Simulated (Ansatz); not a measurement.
System: trifluorogermane, sum formula GeHF3, net charge 0, singlet state. 
Structure (B3LYP-D3(BJ)/def2-TZVP (Ansatz, a first-principles code) minimum search):
```
Ge
F 1 1.7176
F 1 1.7176 2 106.40
F 1 1.7176 2 106.40 3 -113.16
H 1 1.5172 2 112.39 4 -123.42
```
Charge 0, spin multiplicity 1.

Wanted: vertical triplet-singlet gap (E(triplet) - E(singlet); each state is the SCF solution reached for its spin; the molecule has degenerate orbitals, so one determinant may break the symmetry), in eV. Correlated levels leave the core frozen unless marked. UHF or UKS for open shells. Spin-orbit coupling is left out. The frozen core is the preceding noble-gas configuration, with the filled d and f shells of earlier blocks. No relativistic terms. CBS(X,Y): correlation extrapolated as X^-3; Hartree-Fock from the larger set.

```tsv
level	program	vertical triplet-singlet gap (eV)
BHLYP/def2-TZVPD	Ansatz	8.66
```

Question: What does CCSD(T)/CBS(aug-cc-pVTZ,aug-cc-pVQZ) (Ansatz) give?

Answer: 9.00 eV
